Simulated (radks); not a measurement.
Values are calculated unless marked as measured or tabulated.
Lu13+, configuration [Kr] 4d10 4f10 5s2 (the NIST ground configuration).

Level of theory: Dirac Kohn-Sham, BLYP, spin-unpolarised, spherical densities, finite nucleus; open shells fill j = l - 1/2 first; Fermi nuclear charge, rms radius 5.37 fm (a radial shooting solver on a logarithmic mesh with Libxc functionals).

Energy parts (hartree):
| part | energy |
|---|---|
| total | -14525.0329 |
| kinetic | 16192.8276 |
| electron-nucleus | -35532.6789 |
| Hartree | 5107.8367 |
| exchange-correlation | -293.0183 |

Orbitals (lengths in bohr, moments of r in powers of bohr; <r^-3> diverges for s and p1/2; r(max) is where P^2 peaks):
orbital  occ.  eigenvalue (hartree)      <r^2>   <1/r>   r(max)  <r^-3>
1s1/2       2             -2330.881  0.0005122   82.19  0.01213       -
2s1/2       2             -404.9191   0.007861   19.88  0.06950       -
2p1/2       2             -387.0282   0.005640   19.86  0.05192       -
2p3/2       4             -345.9446   0.006849   16.96  0.05844   14150
3s1/2       2             -99.55878    0.05157   7.292   0.1960       -
3p1/2       2             -91.62679    0.04750   7.210   0.1838       -
3p3/2       4             -82.86167    0.05420   6.464   0.1973    3146
3d3/2       4             -69.36534    0.04233   6.354   0.1551   540.0
3d5/2       6             -67.45164    0.04417   6.175   0.1589   465.8
4s1/2       2             -27.65581     0.2536   3.082   0.4451       -
4p1/2       2             -24.40903     0.2619   2.977   0.4456       -
4p3/2       4             -22.36183     0.2961   2.722   0.4736   737.3
4d3/2       4             -16.99408     0.3202   2.522   0.4714   111.6
4d5/2       6             -16.61005     0.3323   2.461   0.4802   94.68
4f5/2       6              -9.89873     0.4046   2.097   0.4458   18.26
4f7/2       4              -9.82544     0.4118   2.076   0.4500   17.58
5s1/2       2             -10.55624      1.131   1.360   0.9604       -
5p1/2       0              -9.41933      1.256   1.280    1.005       -
5p3/2       0              -8.95270      1.384   1.203    1.060   171.2
6s1/2       0              -5.71712      3.578  0.7592    1.822       -

The highest occupied level is 4f7/2 at -267.36 eV. Summed over all electrons, <r^2> = 12.73 bohr^2, which gives a Langevin (diamagnetic) susceptibility term of -10.1 x 10^-6 cm^3/mol. The density falls to 0.001 e/bohr^3 at r = 2.03 bohr.
